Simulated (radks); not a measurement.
Hf I, configuration [Kr] 4d10 4f14 5s2 5p(up 3, down 3) 5d2 6s2 (the NIST ground configuration).

All-electron calculation, scalar-relativistic Kohn-Sham, SCAN, spin-polarised, spherical densities, finite nucleus; open shells are filled with parallel spins first (spin-orbit coupling, left out, can overturn this in heavy ions); meta-GGA in the generalised Kohn-Sham scheme; Fermi nuclear charge, rms radius 5.347 fm. Program: a radial shooting solver on a logarithmic mesh with Libxc functionals.

Energy parts (Ry):
total: -30156.8928
kinetic: 33033.8289
electron-nucleus: -74389.2902
Hartree: 11816.2995
exchange-correlation: -617.7310

Orbitals (lengths in bohr, moments of r in powers of bohr):
orbital	occ.	eigenvalue (Ry)	<1/r>	<r>
1s up	1	-4803.286	83.79	0.01899
1s down	1	-4803.286	83.79	0.01899
2s up	1	-823.3166	19.59	0.08034
2s down	1	-823.3137	19.59	0.08034
2p up	3	-722.6859	17.85	0.07172
2p down	3	-722.6831	17.85	0.07172
3s up	1	-188.4054	7.253	0.2084
3s down	1	-188.4057	7.253	0.2084
3p up	3	-158.1443	6.717	0.2084
3p down	3	-158.1444	6.717	0.2084
3d up	5	-122.2830	6.346	0.1891
3d down	5	-122.2815	6.346	0.1891
4s up	1	-38.32609	3.063	0.4681
4s down	1	-38.32271	3.063	0.4680
4p up	3	-28.35235	2.792	0.4973
4p down	3	-28.34881	2.792	0.4972
4d up	5	-15.42364	2.475	0.5352
4d down	5	-15.41829	2.475	0.5350
4f up	7	-1.25122	1.914	0.6787
4f down	7	-1.23652	1.921	0.6740
5s up	1	-4.98870	1.170	1.136
5s down	1	-4.94744	1.174	1.132
5p up	3	-2.65649	0.9675	1.354
5p down	3	-2.59396	0.9773	1.338
5d up	2	-0.23222	0.5452	2.443
6s up	1	-0.43781	0.3855	3.299
6s down	1	-0.35212	0.3527	3.564

The highest occupied level is 5d up at -3.160 eV. The density falls to 0.001 e/bohr^3 at r = 4.96 bohr. Spin moment in Bohr magnetons: 2. The electron density at the nucleus is 1.282e+06 e/bohr^3 (large components only). The spin density at the nucleus is 12.20 e/bohr^3 (1s 0.00, 2s -0.10, 3s 0.23, 4s 0.32, 5s -3.84, 6s 15.59).

Empty levels of this run are not shown, since the potential may be unsettled where no density lies.
